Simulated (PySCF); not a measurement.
# Rotational lines of SnO

Lines J+1 ← J of the vibrational ground state, computed from RHF-CCSD(T) constants of SnO, ¹Σ⁺ (singlet), closed shell (Sn def2-TZVPP with ECP28, O def2-TZVPP; scalar-relativistic core potentials (PySCF 2.14); masses 119.9022 and 15.9949 u), in MHz:

| J | ν (MHz) |
| --- | --- |
| 0 | 21150.0 |
| 1 | 42299.9 |
| 2 | 63449.3 |
| 3 | 84598.2 |
| 4 | 105746.4 |

Problem. Find B0 and the effective bond length r0; with αe = 0.00209 cm⁻¹, find Re.

Solution. ν = 2B0(J+1) − 4D(J+1)³ gives B0 = 0.35274 cm⁻¹. With the reduced mass μred = 14.112 u, r0 = √(16.8576/(μred·B0)) (u, cm⁻¹, Å) = 1.8402 Å. Be = B0 + αe/2 = 0.35379 cm⁻¹ gives Re = 1.838 Å.

Correlated steps freeze 5 core orbitals. Spin–orbit coupling is left out, which matters for elements this heavy, above all for dissociation energies. Where the molecule has an RHF reference, its open-shell atoms are computed with UHF. The CCSD T1 diagnostic is raised, a sign that a single reference may not be enough here.
